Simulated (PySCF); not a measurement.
SMILES c1ccc(o1)CCC#N (C7H7NO), GFN2-xTB optimised geometry.

```
16

N      0.26    -2.93    -2.77
C     -0.66    -2.54    -2.21
C     -1.80    -2.04    -1.49
C     -1.42    -1.69    -0.04
C     -0.43    -0.57     0.00
C      0.93    -0.57     0.00
C      1.33     0.79     0.00
C      0.18     1.51     0.00
O     -0.89     0.70    -0.01
H     -2.19    -1.16    -2.00
H     -2.58    -2.82    -1.50
H     -1.00    -2.56     0.45
H     -2.33    -1.38     0.49
H      1.57    -1.43    -0.01
H      2.33     1.17     0.00
H     -0.01     2.56     0.00
```

Density from PBE/def2-TZVP (PySCF) at that geometry.

Minimum of the electron density along straight lines between bonded atoms, close to the bond critical point (lines longer than 1.1 times the sum of covalent radii, or with two minima, are not listed):

```csv
bond,length / Å,ρ at the minimum / e bohr⁻³,∇²ρ there / e bohr⁻⁵,position (fraction from the first atom)
N1–C2,1.143,0.503,-0.11,0.65
C2–C3,1.441,0.276,-0.75,0.54
C3–C4,1.542,0.233,-0.53,0.51
C4–C5,1.491,0.262,-0.67,0.49
C5–C6,1.363,0.332,-0.94,0.52
C6–C7,1.417,0.294,-0.78,0.50
C7–C8,1.358,0.335,-0.96,0.48
C5–O9,1.352,0.292,-0.34,0.34
C8–O9,1.345,0.295,-0.28,0.34
C3–H10,1.094,0.277,-0.94,0.65
C3–H11,1.094,0.276,-0.93,0.65
C4–H12,1.091,0.279,-0.95,0.64
C4–H13,1.092,0.278,-0.94,0.64
C6–H14,1.070,0.289,-1.03,0.65
C7–H15,1.070,0.289,-1.03,0.65
C8–H16,1.072,0.293,-1.06,0.65
```
